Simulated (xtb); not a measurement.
C5H6N, charge +1, singlet, from a rough starting geometry; GFN2-xTB in xtb.

xtb was given this input:
```
$ xtb mol.xyz --gfn 2 --chrg 1 --opt vtight --json

# file mol.xyz
12

C      1.33605360    -0.03862910     0.00866740
C      0.64859163     1.21813133     0.04544158
C     -0.70081368     1.15838701    -0.04649355
N     -1.29674767     0.03672643     0.01540312
C     -0.69646172    -1.21500434    -0.02242611
C      0.71929005    -1.19585649    -0.00136307
H      2.49369875    -0.03876088     0.06401645
H      1.25867703     2.09848432     0.04043988
H     -1.25636972     2.07111798    -0.04996388
H     -2.34941098     0.11561190    -0.03906658
H     -1.28281774    -2.07877608    -0.02320346
H      1.18789076    -2.11861499    -0.03588856
```

It wrote (shortened):

```
   ID    Z sym.   atoms
    1    6 C      1-3, 5, 6
    2    7 N      4
    3    1 H      7-12

           -------------------------------------------------
          |                Calculation Setup                |
           -------------------------------------------------

           -------------------------------------------------
          |                 G F N 2 - x T B                 |
           -------------------------------------------------

          ...................................................
          :                      SETUP                      :
          :.................................................:
          :  # basis functions                  30          :
          :  # atomic orbitals                  30          :
          :  # shells                           18          :
          :  # electrons                        30          :
          :  max. iterations                   250          :
          :  Hamiltonian                  GFN2-xTB          :
          :  restarted?                      false          :
          :  GBSA solvation                  false          :
          :  PC potential                    false          :
          :  electronic temp.          300.0000000     K    :
          :  accuracy                    1.0000000          :
          :  -> integral cutoff          0.2500000E+02      :
          :  -> integral neglect         0.1000000E-07      :
          :  -> SCF convergence          0.1000000E-05 Eh   :
          :  -> wf. convergence          0.1000000E-03 e    :
          :  Broyden damping             0.4000000          :
          :  net charge                          1          :
          :  unpaired electrons                  0          :
          ...................................................

 iter      E             dE          RMSdq      gap      omega  full diag
   1    -16.4491905 -0.164492E+02  0.538E+00    4.33       0.0  T
   2    -16.5329331 -0.837425E-01  0.363E+00    3.93       1.0  T
   3    -16.5397057 -0.677259E-02  0.193E+00    3.98       1.0  T
   4    -16.5387484  0.957256E-03  0.615E-01    3.74       1.0  T
   5    -16.5425587 -0.381032E-02  0.121E-01    3.85       1.0  T
   6    -16.5426279 -0.691749E-04  0.669E-02    3.83       1.0  T
   7    -16.5426670 -0.391028E-04  0.256E-02    3.85       1.1  T
   8    -16.5426679 -0.937961E-06  0.104E-02    3.85       2.8  T
   9    -16.5426687 -0.783990E-06  0.327E-03    3.85       8.8  T
[...]
         :: total energy             -16.220705791490 Eh    ::
 * total energy  :   -16.2207058 Eh     change       -0.2146194E-10 Eh
 * total energy  :   -16.2423661 Eh     change       -0.2166035E-01 Eh
 * total energy  :   -16.2457309 Eh     change       -0.3364748E-02 Eh
 * total energy  :   -16.2460362 Eh     change       -0.3053310E-03 Eh
 * total energy  :   -16.2461202 Eh     change       -0.8397498E-04 Eh
 * total energy  :   -16.2461346 Eh     change       -0.1442566E-04 Eh
 * total energy  :   -16.2461372 Eh     change       -0.2581225E-05 Eh
 * total energy  :   -16.2461377 Eh     change       -0.4959208E-06 Eh
 * total energy  :   -16.2461377 Eh     change       -0.1983600E-07 Eh
   *** GEOMETRY OPTIMIZATION CONVERGED AFTER 9 ITERATIONS ***
         :: total energy             -16.246137717639 Eh    ::
[...]
     8   1 H        0.926     0.121     1.603     1.980
     9   1 H        0.926     0.123     1.591     1.972
    10   1 H        0.860     0.239     0.927     1.508
    11   1 H        0.926     0.123     1.591     1.972
    12   1 H        0.926     0.121     1.603     1.980

 Mol. C6AA /au·bohr⁶  :       1445.208378
 Mol. C8AA /au·bohr⁸  :      35165.900688
 Mol. α(0) /au        :         61.123701

Wiberg/Mayer (AO) data.
largest (>0.10) Wiberg bond orders for each atom

 ---------------------------------------------------------------------------
     #   Z sym  total        # sym  WBO       # sym  WBO       # sym  WBO
 ---------------------------------------------------------------------------
     1   6 C    3.963 --     6 C    1.420     2 C    1.420     7 H    0.958
     2   6 C    3.977 --     3 C    1.462     1 C    1.420     8 H    0.956
     3   6 C    3.950 --     2 C    1.462     4 N    1.339     9 H    0.954
     4   7 N    3.726 --     5 C    1.339     3 C    1.339    10 H    0.913
     5   6 C    3.950 --     6 C    1.462     4 N    1.339    11 H    0.954
     6   6 C    3.977 --     5 C    1.462     1 C    1.420    12 H    0.956
     7   1 H    0.986 --     1 C    0.958
     8   1 H    0.985 --     2 C    0.956
     9   1 H    0.985 --     3 C    0.954
    10   1 H    0.943 --     4 N    0.913
    11   1 H    0.985 --     5 C    0.954
    12   1 H    0.985 --     6 C    0.956
 ---------------------------------------------------------------------------

Topologies differ in total number of bonds
Writing topology from bond orders to xtbtopo.mol

molecular dipole:
                 x           y           z       tot (Debye)
 q only:       -0.700       0.010      -0.020
   full:       -0.911       0.013      -0.023       2.316
molecular quadrupole (traceless):
                xx          xy          yy          xz          yz          zz
 q only:        6.487      -0.046       2.914       0.294       0.069      -9.400
  q+dip:        9.176      -0.071       3.513       0.403       0.091     -12.689
   full:        7.484      -0.065       2.281       0.320       0.068      -9.765

optimized geometry written to: xtbopt.xyz

           -------------------------------------------------
          | TOTAL ENERGY              -16.246137717639 Eh   |
          | GRADIENT NORM               0.000058087573 Eh/α |
          | HOMO-LUMO GAP               4.191685854878 eV   |
           -------------------------------------------------
```
